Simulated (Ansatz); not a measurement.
BH$_{9}$OSi$_{3}$ (`O[SiH2]B([SiH3])[SiH3]`) from Hartree–Fock to CCSD(T)

Z-matrix (Å, degrees):
```
Si
B 1 1.994
O 1 1.653 2 116.6
H 1 1.499 2 104.2 3 123.1
H 1 1.486 2 111.5 3 -120.5
Si 2 2.001 1 120.0 3 174.3
Si 2 1.999 1 121.1 3 -7.4
H 3 0.958 1 117.4 2 46.6
H 6 1.490 2 111.8 1 -141.8
H 6 1.494 2 105.0 1 101.6
H 6 1.488 2 115.3 1 -17.3
H 7 1.488 2 115.4 1 -154.6
H 7 1.495 2 103.6 1 87.1
H 7 1.492 2 113.4 1 -29.1
```

Total charge 0; spin multiplicity 1. All single points use the PBE0-D4/def2-TZVP geometry. It is one conformer, not always the lowest. Frozen core, restricted reference, Ansatz. CBS rows extrapolate triple and quadruple zeta; past MP2 they add the triple-zeta difference.

```csv
basis,HF (Eh),MP2 corr.,CCSD corr.,(T),CCSD(T) total
def2-SVP,-971.22071,?,-0.65047,-0.01677,?
def2-TZVPP,-971.65868,-0.71503,-0.79279,?,?
def2-QZVPP,?,-0.76883,–,–,–
CBS(def2),-971.69486,-0.80869,?,as TZ,?
```

(1) Fill in the withheld values. (An estimate is asked.)

Answers

(1) The calculation gave: def2-SVP MP2 corr.: -0.56858; def2-SVP CCSD(T) total: -971.88795; def2-TZVPP (T): -0.02826; def2-TZVPP CCSD(T) total: -972.47973; def2-QZVPP HF (Eh): -971.69048; CBS(def2) CCSD corr.: -0.88645; CBS(def2) CCSD(T) total: -972.60957.
